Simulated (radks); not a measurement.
Radial electron density D(r) = 4 pi r^2 rho(r) of an atom or ion with 13 electrons. Calculated with a radial shooting solver on a logarithmic mesh with Libxc functionals: non-relativistic Kohn-Sham, HCTH/407, spin-polarised, spherical densities, point nucleus.

r (bohr)  D(r) (e/bohr)  spin D(r)
0.01608           2.996  0.0000323
0.02077           4.428  0.0000604
0.02684           6.318   0.000120
0.03466           8.617   0.000250
0.04514           11.17   0.000557
0.05831           13.33    0.00123
0.07532           14.50    0.00268
0.09807           14.08    0.00577
0.1267            12.15     0.0114
0.1636            9.763     0.0207
0.2114            8.560     0.0336
0.2753            9.556     0.0474
0.3556            11.73     0.0535
0.4593            12.75     0.0444
0.5981            10.90     0.0193
0.7726            7.035   -0.00263
0.998             3.388    0.00785
1.289             1.511     0.0737
1.679             1.156      0.200
2.168             1.228      0.326
2.801             1.010      0.347
3.647            0.5611      0.244
4.711            0.2257      0.107
6.086           0.06349     0.0323
7.861           0.01083    0.00898
10.24          0.001379    0.00136

What is the nuclear charge?

Answer. Z = 13. The innermost maximum, from 1s, lies near 1/Z = 0.0769 bohr (found: 0.0809), and its height grows with Z. The density is that of neutral aluminium in [Ne] 3s2 3p1; the configuration itself is not fixed sharply by these data, and Z only to about a unit. D(r) has 3 maxima, at r = 0.0809, 0.448, 2.12 bohr, and minima at 0.215, 1.63 bohr, inside which lie 2.20, 10.33 electrons.
